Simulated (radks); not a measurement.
The numbers below are computed, except where a source is named.
Isoelectronic series with 12 electrons, all held in the configuration [Ne] 3s2, which need not be the ground one along the series. Code: a radial shooting solver on a logarithmic mesh with Libxc functionals. Model: Dirac Kohn-Sham, PBE, spin-unpolarised, spherical densities, finite nucleus; Fermi nuclear charge, rms radius of each element as measured or else 0.836 A^(1/3) + 0.57 fm. Total energies (hartree) and orbital eigenvalues (eV):

ion    E (hartree)      3s1/2      2p3/2
Mg      -200.27986    -4.7054   -46.5123
Si2+    -288.96485   -28.5352  -116.6797
S4+     -394.82429   -65.9235  -215.7357
Ar6+    -517.87196  -116.0514  -342.6303
Ca8+    -658.16393  -178.7046  -497.0650
Ti10+   -815.77664  -253.8247  -678.9215
Cr12+   -990.80189  -341.4168  -888.1498
Fe14+  -1183.34458  -441.5193  -1124.734
Ni16+  -1393.52268  -554.1923  -1388.677
Zn18+  -1621.46611  -679.5123  -1679.996
Ge20+  -1867.31845  -817.5698  -1998.715
Se22+  -2131.23689  -968.4683  -2344.868
Kr24+  -2413.39167  -1132.323  -2718.494
